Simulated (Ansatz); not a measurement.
Geometry optimisation, UKS PBE/6-31G* in Ansatz 0.2.0.

Input file:

```yaml
crystal:
  periodic: [false, false, false]
  atoms:
    - { symbol: Al, position_ang: [0.0901, -0.1129, -0.3618] }
    - { symbol: Cl, position_ang: [0.1071, 0.0885, 2.2321] }
    - { symbol: O, position_ang: [1.2808, -1.1978, -0.1017] }
    - { symbol: H, position_ang: [1.0474, -0.8813, 1.1075] }
    - { symbol: O, position_ang: [-0.927, 0.7483, -1.2927] }
    - { symbol: H, position_ang: [-1.5985, 1.3552, -1.5834] }
magnetization:
  spin_polarized: true
basis:
  gaussian: { orbitals: "6-31G*" }
hamiltonian:
  xc: pbe
relax:
  f_tol: 0.15
  max_steps: 25
  restrain:
    - { distance: [3, 1], at: 1.33, k: 30.0 }
    - { distance: [0, 1], at: 3.53, k: 30.0 }
    - { distance: [3, 2], at: 2.27, k: 30.0 }
output:
  orbitals: {}
```

Command:

```bash
$ ansatz run input.yaml --threads 2 --pin off --max-ram 3072MiB --backend cpu --events-out ev --progress --plain --runs-dir out
```

Task: Where does it end, and by what steps?

Result: It converged. The restraints hold the end off the free minimum. After 10 steps the energy has risen by 1.104 eV (the restraints' own energy left out); H4 moved furthest, 0.69 Å. Parted: Al1–Cl2. Joined: Cl2–H4.

| step | energy less start (eV) | largest force component (eV/Å) | accepted |
| --- | --- | --- | --- |
| 0 | 0.0000 | 2.376 | yes |
| 1 | 0.9777 | 1.826 | yes |
| 2 | 1.2994 | 2.322 | yes |
| 3 | 1.3028 | 1.474 | yes |
| 4 | 1.2708 | 0.303 | yes |
| 5 | 1.2529 | 0.314 | yes |
| 6 | 1.1600 | 0.541 | yes |
| 7 | 1.1136 | 0.355 | yes |
| 8 | 1.1257 | 0.737 | no |
| 9 | 1.1053 | 0.323 | yes |
| 10 | 1.1040 | 0.326 | yes |

```xyz
6
Properties=species:S:1:pos:R:3
Al 0.141 -0.242 -0.957
Cl 0.180 0.040 2.559
O 1.321 -1.218 -0.394
H 0.940 -0.698 1.769
O -1.052 0.706 -1.727
H -1.530 1.414 -1.250
```

Whether the end is a true minimum wasn't checked by a vibrational analysis.

Run time: 33 s on 2 threads of Arm Neoverse N1, with other jobs on the host, peak memory 0.15 GiB.
